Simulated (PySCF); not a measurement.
A structure optimised at PBE-D3(BJ)/def2-SVP, used in a PySCF frequency run:

```
C
N 1 1.3281
N 1 1.3697 2 110.68
H 3 1.0208 1 127.84 2 180.00
C 3 1.3753 4 125.92 1 180.00
C 5 1.3807 3 108.10 4 180.00
H 6 1.0948 5 129.88 3 180.00
H 1 1.0976 2 125.69 6 180.00
```
Charge 0, spin multiplicity 2.

Write its SMILES, formula and point group.

[c]1cnc[nH]1, C3H3N2, Cs

What are its rotational constants (standard atomic weights)?

10.779, 9.2354, 4.9738 GHz
